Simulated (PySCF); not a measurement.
```xyz
3
charge 0 multiplicity 4, angstrom
Cr    0.0000    0.0000   -1.0863
O     0.0000    0.0000   -2.6834
Br    0.0000    0.0000    1.2588
```

Level of theory: PySCF, UB3LYP, basis Cr def2-SVP, O def2-SVP, Br def2-SVP (no relativity, density fitting).

This geometry of CrOBr is a stationary point at this level.

What is the point group?

C∞v.

Is it a minimum?

No: it has 2 imaginary modes (one degenerate set), at 152i cm⁻¹ (π).

List the harmonic modes with their infrared intensities.


```csv
symmetry,ω (cm⁻¹),"IR (km/mol, summed over degenerate members)",type
π,152i,–,bend
σ+,296,25.0,stretch
σ+,935,88.0,stretch
```

What are the dipole moment and the gap between the highest occupied and lowest empty levels of either spin?

0.10 D and 2.84 eV.

In C∞v the vibrations span π + 2σ+.

Only a few start shapes were tried, so a lower isomer may exist. With open d or f shells other occupations or spin states may lie lower. At this level a quartet minimum of Cs symmetry lies 16 kJ/mol below this structure.
